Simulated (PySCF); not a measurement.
Electronic absorption of C3H7GeNO2

C3H7GeNO2.
Structure used (PBE0-D3(BJ)/def2-SVP), in Å, numbered top down from 1:
```xyz
14
C3H7GeNO2 angstrom
C      2.1460    0.7946   -0.0262
N      1.6142   -0.2891   -0.3960
C      0.3654   -0.7049    0.1852
C     -0.6761   -0.9399   -0.9339
O     -1.3788    0.2571   -1.1822
Ge    -1.4346    1.2035    0.3287
O     -0.1888    0.1853    1.1273
H      1.7039    1.4500    0.7443
H      3.0985    1.1036   -0.4797
H      0.5686   -1.6610    0.6987
H     -0.1626   -1.2586   -1.8527
H     -1.3723   -1.7404   -0.6201
H     -0.9823    2.6485    0.0764
H     -2.7602    1.0840    1.0959
```

Level of theory: TDDFT CAM-B3LYP/def2-SVPD, vertical, gas phase, core orbitals frozen in the response in PySCF 2.14.0, density-fitted response routines. Relativistic effects, spin–orbit coupling among them, are left out although an element past zinc is present.

List the vertical singlet excitations with oscillator strengths and describe the spectrum.

```tsv
state	E (eV)	λ (nm)	ν̃ (cm⁻¹)	f	|μ| (D)	main configurations (H = HOMO, L = LUMO)
S1	5.07	244.7	40870	0.0013	0.26	H→L+1 (84%)
S2	6.54	189.5	52780	0.0023	0.31	H→L (45%), H-1→L (36%), H-3→L (8%)
S3	6.92	179.1	55830	0.0043	0.40	H-1→L (44%), H→L (27%), H-3→L (14%)
S4	7.25	171.1	58440	0.049	1.33	H-1→L+1 (68%), H-3→L+1 (15%)
S5	7.33	169.1	59130	0.012	0.65	H→L+3 (39%), H→L+2 (36%)
S6	7.47	165.9	60280	0.013	0.67	H-3→L+1 (52%), H-2→L+1 (10%)
S7	7.56	164.1	60940	0.035	1.11	H-2→L (33%), H-3→L (24%), H→L (10%)
S8	7.57	163.9	61030	0.038	1.15	H-1→L+3 (38%), H-2→L+1 (12%), H-3→L (8%)
S9	7.63	162.5	61560	0.115	1.99	H-1→L+2 (36%), H→L+3 (17%), H-2→L (13%)
S10	7.72	160.7	62250	0.031	1.03	H-2→L (22%), H-2→L+1 (21%), H-3→L+1 (18%)
```

Triplets, Tamm–Dancoff:

| state | E (eV) | λ (nm) | main configurations (H = HOMO, L = LUMO) |
| --- | --- | --- | --- |
| T1 | 4.28 | 289.9 | H→L+1 (80%) |
| T2 | 4.92 | 252.2 | H-2→L+1 (49%), H-5→L+1 (25%), H-1→L+1 (8%) |
| T3 | 6.23 | 199.1 | H-1→L (42%), H→L (30%), H-3→L (9%) |
| T4 | 6.61 | 187.5 | H-3→L (24%), H→L (23%), H-1→L (23%) |

The lowest singlet lies at 5.07 eV (245 nm, ultraviolet) and is very weak; its leading configuration is HOMO→LUMO+1 (84%). The most intense listed level is S9 at 7.63 eV (162 nm, f = 0.115), 2.56 eV above S1. Löwdin shares by element: HOMO nitrogen 52%, carbon 18% or more, oxygen 12% or more (atoms not listed hold the other 19%); LUMO germanium 42%, oxygen 25%, hydrogen 13% or more (atoms not listed hold the other 21%). The oscillator strengths of these states sum to 0.300; summed over the whole spectrum of an exact calculation they would give the number of electrons, 80 (Thomas–Reiche–Kuhn). Weighted by f, the mean energy of these states is 7.51 eV. The listed states span 2.65 eV, and the widest gap between neighbours is 1.48 eV (S1 to S2). All these states lie below the vertical ionisation energy of 9.71 eV (ΔSCF). Singlets were solved by full linear response, triplets in the Tamm–Dancoff approximation.

One conformer stands for the species.
